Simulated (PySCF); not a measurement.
# Atomic charges by several schemes

Compound: C6H4ClO2 (charge -1).
Numbering: `[O:1]=[C:2]([O-:3])[C:4]1=[CH:5][CH:6]=[CH:7][C@@H:8]1[Cl:9]` (hydrogens: H10 on C5; H11 on C6; H12 on C7; H13 on C8)

Cartesian coordinates in Å at the GFN2-xTB level; atoms count from 1:
```
atom  x, y, z in Å
O1     2.8470   -0.3185   -1.0760
C2     2.1918   -0.0882   -0.0595
O3     2.5507    0.1112    1.1114
C4     0.6442   -0.0939   -0.1905
C5    -0.1510   -1.0571   -0.6897
C6    -1.5391   -0.7770   -0.3680
C7    -1.6154    0.3465    0.3551
C8    -0.2304    0.8750    0.5568
Cl9   -0.0954    2.5368   -0.0692
H10    0.1765   -1.9151   -1.2492
H11   -2.3659   -1.3978   -0.6764
H12   -2.4886    0.8478    0.7319
H13    0.0712    0.9307    1.6055
```

Density: PBE0/pcSseg-1 (PySCF); schemes: Mulliken, IAO, Hirshfeld and ESP-fitted. The structure is a single GFN2-xTB conformer in the gas phase; no vibrational or solvent corrections. The pcSseg-1 basis has no diffuse functions, a weakness for an anion.

Do the Mulliken, IAO, Hirshfeld and ESP-fitted schemes agree on where the charge is lowest?

All schemes pick atoms of one kind: Mulliken O3 (-0.561); IAO O3 (-0.646); Hirshfeld O1 (-0.427); ESP-fitted O3 (-0.723).

At which atom do the 4 schemes differ most?

At C2: from +0.098 (Hirshfeld) to +0.740 e (ESP-fitted), 0.642 e apart.

What partial charge does each atom carry?

In e:

```json
{"atom": "O1", "environment": "carboxylate oxygen", "Mulliken": "-0.552", "IAO": "-0.631", "Hirshfeld": "-0.427", "ESP-fitted": "-0.720"}
{"atom": "C2", "environment": "carboxylate carbon", "Mulliken": "+0.495", "IAO": "+0.509", "Hirshfeld": "+0.098", "ESP-fitted": "+0.740"}
{"atom": "O3", "environment": "carboxylate oxygen", "Mulliken": "-0.561", "IAO": "-0.646", "Hirshfeld": "-0.420", "ESP-fitted": "-0.723"}
{"atom": "C4", "environment": "fully substituted alkene carbon", "Mulliken": "-0.160", "IAO": "-0.041", "Hirshfeld": "-0.020", "ESP-fitted": "-0.069"}
{"atom": "C5", "environment": "alkene CH carbon", "Mulliken": "-0.074", "IAO": "-0.203", "Hirshfeld": "-0.089", "ESP-fitted": "-0.230"}
{"atom": "C6", "environment": "alkene CH carbon", "Mulliken": "-0.068", "IAO": "-0.156", "Hirshfeld": "-0.068", "ESP-fitted": "-0.038"}
{"atom": "C7", "environment": "alkene CH carbon", "Mulliken": "-0.081", "IAO": "-0.206", "Hirshfeld": "-0.098", "ESP-fitted": "-0.382"}
{"atom": "C8", "environment": "sp3 C–Cl carbon", "Mulliken": "-0.194", "IAO": "-0.103", "Hirshfeld": "-0.006", "ESP-fitted": "+0.104"}
{"atom": "Cl9", "environment": "alkyl chlorine", "Mulliken": "-0.148", "IAO": "-0.125", "Hirshfeld": "-0.108", "ESP-fitted": "-0.205"}
{"atom": "H10", "environment": "vinylic hydrogen", "Mulliken": "+0.049", "IAO": "+0.144", "Hirshfeld": "+0.035", "ESP-fitted": "+0.135"}
{"atom": "H11", "environment": "vinylic hydrogen", "Mulliken": "+0.054", "IAO": "+0.132", "Hirshfeld": "+0.034", "ESP-fitted": "+0.099"}
{"atom": "H12", "environment": "vinylic hydrogen", "Mulliken": "+0.057", "IAO": "+0.136", "Hirshfeld": "+0.026", "ESP-fitted": "+0.152"}
{"atom": "H13", "environment": "methine hydrogen", "Mulliken": "+0.183", "IAO": "+0.190", "Hirshfeld": "+0.043", "ESP-fitted": "+0.135"}
```

Mean size of the charges over all atoms: ESP-fitted 0.287 e, IAO 0.248 e, Mulliken 0.206 e, Hirshfeld 0.113 e. Each set sums to the total charge, -1, to within 0.001 e. The Hirshfeld scheme divides the density at each point in proportion to the densities of the neutral, spherically averaged free atoms. The Mulliken scheme gives each basis function's population to the atom it is centred on and halves the overlap population of two atoms between them.

Sum the charges by element, for elements with more than one atom.

```csv
element,atoms,Mulliken,IAO,Hirshfeld,ESP-fitted
O,2,-1.113,-1.277,-0.846,-1.442
C,6,-0.082,-0.200,-0.183,+0.126
H,4,+0.343,+0.603,+0.138,+0.522
```

How many electrons does the IAO scheme count on Cl9?

Z − q = 17 − (-0.125) = 17.125.

How closely do the schemes follow one another over all atoms?

Correlation coefficient and root-mean-square difference: IAO with ESP-fitted 0.96, 0.113 e; Mulliken with IAO 0.96, 0.087 e; IAO with Hirshfeld 0.94, 0.166 e; Mulliken with ESP-fitted 0.92, 0.164 e; Hirshfeld with ESP-fitted 0.91, 0.241 e; Mulliken with Hirshfeld 0.89, 0.144 e.
